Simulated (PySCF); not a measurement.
CdH3NSe, SMILES [NH2][Cd][SeH]. Coordinates come from a PBE-D3(BJ)/def2-SVP optimisation. The structure was generated by enumeration; whether it is a known compound was not checked. The def2 effective core potentials stand for the cores of Cd; spin–orbit coupling is left out. Other conformers were not sampled.

Give the equilibrium geometry at PBE-D3(BJ)/def2-SVP (PySCF confirms it by a frequency run) as a Z-matrix, and its point group. (An estimate is asked for; the answer gives what the named calculation found.)

This is not unique; one that fits is point group Cs.
```
Cd
N 1 2.0337
H 2 1.0306 1 111.14
H 2 1.0306 3 105.33 1 120.46
Se 1 2.4680 2 173.49 3 -121.52
H 5 1.4870 1 90.40 2 -180.00
```
Charge 0, spin multiplicity 1.
